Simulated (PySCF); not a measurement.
CF$_{4}$, singlet, at a GFN2-xTB geometry; CCSD/STO-3G (PySCF).

PySCF was given this input:
```python
from pyscf import gto, scf, cc

mol = gto.M(
    atom='''
C     0.000000    0.000000   -0.000000
F     0.761567    0.766691    0.747684
F    -0.749402   -0.756914    0.769615
F    -0.767915    0.750644   -0.757410
F     0.755750   -0.760420   -0.759889
''',
    basis='sto-3g',
    charge=0,
    spin=0,
    verbose=4,
)

mf = scf.RHF(mol)
mf.kernel()

mycc = cc.CCSD(mf)
mycc.kernel()
print('E(CCSD) = %.10f' % mycc.e_tot)
mf.analyze()
```

The log (banner, timings and long lists left out):

```
PySCF version 2.14.0

[INPUT] verbose = 4
[INPUT] num. atoms = 5
[INPUT] num. electrons = 42
[INPUT] charge = 0
[INPUT] spin (= nelec alpha-beta = 2S) = 0
[INPUT] symmetry False subgroup None
[INPUT] Mole.unit = angstrom
[INPUT] Symbol           X                Y                Z      unit          X                Y                Z       unit  Magmom
[...]
nuclear repulsion = 206.829469735901
number of shells = 15
number of NR pGTOs = 75
number of NR cGTOs = 25
basis = sto-3g
ecp = {}

******** <class 'pyscf.scf.hf.RHF'> ********
method = RHF
initial guess = minao
damping factor = 0
level_shift factor = 0
DIIS = <class 'pyscf.scf.diis.CDIIS'>
diis_start_cycle = 1
diis_space = 8
diis_damp = 0
SCF conv_tol = 1e-09
SCF conv_tol_grad = None
SCF max_cycles = 50
direct_scf = True
direct_scf_tol = 1e-13
Set gradient conv threshold to 3.16228e-05
Initial guess from minao.
init E= -430.444998308108
[...]
cycle= 1 E= -429.341783468899  delta_E=  1.1  |g|= 0.815  |ddm|=  2.9
[...]
cycle= 2 E= -429.553915620737  delta_E= -0.212  |g|= 0.198  |ddm|= 1.25
[...]
cycle= 3 E= -429.565906335839  delta_E= -0.012  |g|= 0.0385  |ddm|= 0.235
[...]
cycle= 4 E= -429.566956447876  delta_E= -0.00105  |g|= 0.00299  |ddm|= 0.114
[...]
cycle= 5 E= -429.566960680446  delta_E= -4.23e-06  |g|= 0.000426  |ddm|= 0.00585
[...]
cycle= 6 E= -429.566960754046  delta_E= -7.36e-08  |g|= 2.22e-05  |ddm|= 0.000906
[...]
cycle= 7 E= -429.566960754259  delta_E= -2.12e-10  |g|= 1.69e-06  |ddm|= 4.79e-05
[...]
Extra cycle  E= -429.566960754261  delta_E= -2.16e-12  |g|= 4.48e-07  |ddm|= 2.84e-06
converged SCF energy = -429.566960754261

******** <class 'pyscf.cc.ccsd.CCSD'> ********
CC2 = 0
CCSD nocc = 21, nmo = 25
max_cycle = 50
direct = 0
conv_tol = 1e-07
conv_tol_normt = 1e-05
diis_space = 6
diis_start_cycle = 0
diis_start_energy_diff = 1e+09
Init t2, MP2 energy = -429.675492372704  E_corr(MP2) -0.108531618443544
Init E_corr(CCSD) = -0.108531618443605
cycle = 1  E_corr(CCSD) = -0.122937806016165  dE = -0.0144061876  norm(t1,t2) = 0.0457553
cycle = 2  E_corr(CCSD) = -0.1298476621807  dE = -0.00690985616  norm(t1,t2) = 0.0132173
cycle = 3  E_corr(CCSD) = -0.131474754511258  dE = -0.00162709233  norm(t1,t2) = 0.00527507
cycle = 4  E_corr(CCSD) = -0.132186462193451  dE = -0.000711707682  norm(t1,t2) = 0.00149099
cycle = 5  E_corr(CCSD) = -0.132142699831207  dE = 4.37623622e-05  norm(t1,t2) = 0.000338197
cycle = 6  E_corr(CCSD) = -0.13214191172904  dE = 7.88102167e-07  norm(t1,t2) = 8.16142e-05
cycle = 7  E_corr(CCSD) = -0.132142789377656  dE = -8.77648616e-07  norm(t1,t2) = 2.0872e-05
cycle = 8  E_corr(CCSD) = -0.132142331526054  dE = 4.57851602e-07  norm(t1,t2) = 4.15501e-06
cycle = 9  E_corr(CCSD) = -0.132142153308291  dE = 1.78217763e-07  norm(t1,t2) = 1.43042e-06
cycle = 10  E_corr(CCSD) = -0.132142162357  dE = -9.04870895e-09  norm(t1,t2) = 2.26371e-07
CCSD converged
E(CCSD) = -429.6991029166177  E_corr = -0.1321421623570003
E(CCSD) = -429.6991029166
**** SCF Summaries ****
Total Energy =                        -429.566960754260720
Nuclear Repulsion Energy =             206.829469735900545
One-electron Energy =                -1014.995141335843300
Two-electron Energy =                  378.598710845681978
Two-electron Coulomb Energy =          424.806999359795270
DFT Exchange-Correlation Energy =      -46.208288514113292
HOMO-LUMO gap [eV] =                    30.222477160955780
**** MO energy ****
[...]
 ** Mulliken pop on meta-lowdin orthogonal AOs  **
 ** Mulliken pop  **
[...]
 ** Mulliken atomic charges  **
charge of    0C =      0.46618
charge of    1F =     -0.11655
charge of    2F =     -0.11655
charge of    3F =     -0.11655
charge of    4F =     -0.11655
Dipole moment(X, Y, Z, Debye):  0.00000, -0.00000, -0.00000
```
